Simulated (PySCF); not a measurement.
A homologous series of growing length: n-germane silyl/silyl. Gas-phase values, no solvent. One relaxed conformer stands for each flexible species; it need not be the lowest. Strings in code marks are SMILES. All members: neutral, multiplicity 1. Level: r2SCAN-D4/def2-TZVP // r2SCAN-D4/def2-SVP (PySCF). Delta-SCF ions had no search for a lower state.  The removal energy is E(N − 1 electrons) − E(N electrons) at the parent's geometry; ε(HOMO) is measured against the vacuum level.

```csv
species,−ε(HOMO) (eV),vertical ionisation energy (Delta-SCF) (eV)
`[SiH3][GeH2][GeH2][GeH2][GeH2][GeH2][GeH2][GeH2][SiH3]`,6.25,7.84
`[SiH3][GeH2][GeH2][GeH2][GeH2][GeH2][GeH2][SiH3]`,6.31,withheld
`[SiH3][GeH2][GeH2][GeH2][GeH2][GeH2][SiH3]`,6.39,8.18
`[SiH3][GeH2][GeH2][GeH2][GeH2][SiH3]`,6.49,8.42
"`[SiH3][GeH2][GeH2][GeH2][SiH3]` (Si–Ge–Ge–Ge torsion 175°, Ge–Ge–Ge–Si torsion 178°)",6.64,8.72
`[SiH3][GeH2][GeH2][SiH3]` (Si–Ge–Ge–Si torsion 178°),6.84,9.13
```

Q: Fit vertical ionisation energy (Delta-SCF) = a + b·x to the 5 complete rows by least squares, with x = −ε(HOMO) in eV. Give a, b and the rms residual, and predict the withheld value.

A: Means of the 5 rows: x̄ = 6.522, ȳ = 8.458 eV. Σ(x − x̄)² = 0.20748 and Σ(x − x̄)(y − ȳ) = 0.45062, so b = 2.172 and a = ȳ − b·x̄ = -5.708 eV. The rms residual is 0.021 eV. At x = 6.31 the line gives 8.00 eV. The run for `[SiH3][GeH2][GeH2][GeH2][GeH2][GeH2][GeH2][SiH3]` gave 8.00 eV, so the line is off by 0.00 eV, within twice the rms residual.

Codes: PySCF.
